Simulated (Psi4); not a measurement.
Pair of molecules, SMILES CF with SMILES CC#N (the first has 5 atoms); geometry from B3LYP-D3(BJ)/def2-TZVP, rigid monomers moved along the line of their centres of mass till F2···H9 is 2.22 Å.
(charge 0, multiplicity 1):
```xyz
11

C      0.3729     0.5925    -0.1777
F      1.1632    -0.2915     0.5656
H     -0.1778     1.2259     0.5152
H      1.0306     1.1901    -0.8090
H     -0.3111     0.0062    -0.7914
C      1.0956    -0.3695     3.5692
C      0.1842     0.6908     3.1725
N     -0.5349     1.5263     2.8459
H      1.4434    -0.8939     2.6798
H      1.9535     0.0511     4.0945
H      0.5884    -1.0731     4.2297
```

Calculation: Psi4 1.11 with SAPT0/jun-cc-pV(D+d)Z.

Question: Give the four SAPT terms and the total, and say what mostly holds the pair together.

Answer: electrostatics -30.1, exchange 34.6, induction -6.5, dispersion -10.9, total -12.8 kJ/mol; the largest attraction is electrostatics.
